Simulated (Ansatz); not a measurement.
`CB(F)[SiH2]O`, charge 0, multiplicity 1.

(1) Give a relaxed structure at PBE0-D4/def2-TZVP (Ansatz 0.2.0). (Estimate.)

## Answers

(1) Computed: 
Z-matrix (Å, degrees):
```
C
B 1 1.558
H 1 1.094 2 111.8
H 1 1.099 2 108.0 3 -115.7
H 1 1.092 2 113.5 3 125.0
F 2 1.334 1 118.6 3 -140.1
Si 2 2.044 1 125.0 3 41.3
O 7 1.658 2 112.9 1 -5.0
H 7 1.496 2 109.4 1 118.9
H 7 1.487 2 110.5 1 -122.5
H 8 0.957 7 117.5 2 66.3
```
This is one stationary point; other conformers may exist.
